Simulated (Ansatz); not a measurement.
One reagent, a row of partners

Four-centre ligand exchange: SiH₃BrO ([OH][SiH2][Br]) meets different reagents, and the same bond of it breaks. Each row is one chosen step, not always the lowest open to these reactants.

Gas-phase electronic energies, without zero-point energy, by CCSD(T) at an estimated basis limit (MP2 extrapolated from triple and quadruple zeta, plus CCSD(T) − MP2 in triple zeta); Ansatz 0.2.0, def2-TZVPP and QZVPP, frozen cores, on PBE0-D4/def2-TZVP structures. Extrapolation: Hartree–Fock as exp(−7.88 √X), correlation as X^−2.97. All energies, in kJ/mol, count from the separated reactants, without counterpoise correction; the start and end structures are the complexes reached by relaxing down from the saddle, and deeper ones may exist. Brackets give SMILES, or, where every atom is bracketed, only which atoms are joined. Steps whose reference was doubtful or whose search ended elsewhere are left out.

| reactants | products | broken | formed | start structure | saddle | end structure |
| --- | --- | --- | --- | --- | --- | --- |
| SiH₃BrO ([OH][SiH2][Br]) + HF | SiH₃OF ([OH][SiH2][F]) + HBr | Br–Si, F–H | Br–H, F–Si | -26.5 | 98.1 | -57.5 |
| SiH₃BrO ([OH][SiH2][Br]) + H₂O | SiH₄O₂ ([OH][SiH2][OH]) + HBr | Br–Si, H–O | Br–H, O–Si | -15.1 | ? | -25.1 |
| SiH₃BrO ([OH][SiH2][Br]) + HCl | SiH₃ClO ([OH][SiH2][Cl]) + HBr | Br–Si, Cl–H | Br–H, Cl–Si | -19.4 | 136.6 | -13.6 |
| SiH₃BrO ([OH][SiH2][Br]) + NH₃ | SiNH₅O ([NH2][SiH2][OH]) + HBr, still joined by a dative H–N bond | Br–Si, H–N | Br–H, N–Si | -16.1 | 19.0 | 3.5 |
| SiH₃BrO ([OH][SiH2][Br]) + H₂S | SiH₄SO ([OH][SiH2][SH]) + HBr | Br–Si, H–S | Br–H, S–Si | -10.2 | 115.7 | 21.0 |
| SiH₃BrO ([OH][SiH2][Br]) + H₂ | SiH₄O ([OH][SiH3]) + HBr | Br–Si, H–H | Br–H, H–Si | -1.9 | 200.8 | 77.1 |

(1) What is the height of the saddle for SiH₃BrO ([OH][SiH2][Br]) + H₂O? (Judge from chemistry; the value comes from the calculation.)

No T1 diagnostic of these runs exceeds 0.012. The filled d shells of Br are correlated in sets not built for that, so values that involve them are less sure.

For scale, one of the runs: CCSD(T)/def2-TZVPP, 236 basis functions, launched by `ansatz run in.yaml --threads 8 --pin off --events-out ev --progress --plain --max-ram 19148MiB`. Hardware: 8 CPU threads of an Arm Neoverse V2, shared host. Wall time 93 s; peak host memory 4.4 GiB.

## Answers

(1) The calculation gives: 54.9 kJ/mol relative to the separated reactants, between the members at 19.0 and 98.1; above its start structure the barrier is 54.9 − (-15.1) ≈ 70.0 kJ/mol.
